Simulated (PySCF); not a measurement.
ClFH3NOSi, SMILES N[Si@@](O)(F)Cl.

Coordinates come from a PBE0-D3(BJ)/def2-SVP optimisation. The structure was generated by enumeration; whether it is a known compound was not checked. One conformer was computed; it need not be the lowest.

Two levels are set side by side: TDDFT-PBE/def2-SVPD (PySCF) and TDDFT-M06-2X/def2-SVPD (PySCF). Vertical, same geometry. The lowest singlet is HOMO→LUMO 99 % with PBE and HOMO→LUMO 84 % with the other functional; states are paired by order. Differences are taken from unrounded values.

| quantity | TDDFT-M06-2X | TDDFT-PBE | TDDFT-PBE minus TDDFT-M06-2X |
|---|---|---|---|
| lowest singlet excitation (eV) | 7.17 | 6.04 | -1.13 |
| lowest triplet excitation (TDA) (eV) | 6.90 | 5.81 | -1.09 |
| first bright state (f over 0.05) (eV) | 7.17 | 8.35 | 1.19 |
| its oscillator strength | 0.06 | 0.07 | 0.01 |

Functionals without exact exchange tend to place singlet excitations lower, as here. Differences between two approximate levels are no errors against the true value.

Rough cost on one machine, each run with all the roots and properties that it gave: TDDFT-M06-2X against TDDFT-PBE about 20 times.
